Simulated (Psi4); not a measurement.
Cu$_{2}$ (SMILES [Cu][Cu]), singlet, geometry from GFN2-xTB (such geometries of metal compounds can be far from the true shape). Base run: HF/def2-SVP (Psi4).

Input for Psi4:
```
memory 2 GB

molecule mol {
0 1
Cu   -0.000000   -0.000000   -1.112393
Cu    0.000000    0.000000    1.112393
}

set {
  basis def2-svp
  reference rhf
}

energy('scf')
print_variables()
```

Each row names what was changed in the base input (with any setting that the change needs).

| change | ΔE vs base (µEh) | SCF cycles | basis functions |
|---|---|---|---|
| base | 0.0 | 11 | 62 |
| guess = gwh | 0.0 | 12 | 62 |
| scf_initial_accelerator = none | 0.0 | 11 | 62 |
| level_shift = 1.0 | 0.0 | 11 | 62 |
| scf_type = pk | -183 | 11 | 62 |
| scf_type = direct | -183 | 13 | 62 |
| scf_initial_accelerator = ediis | 0.0 | 11 | 62 |
| scf_type = disk_df | 0.0 | 11 | 62 |
| scf_type = cd | 645 | 11 | 62 |
| damping_percentage = 20 | 0.3 | 20 | 62 |
| scf_type = out_of_core | -183 | 11 | 62 |
| e_convergence = 1e-10 | 0.0 | 13 | 62 |
| guess = huckel | 0.0 | 11 | 62 |
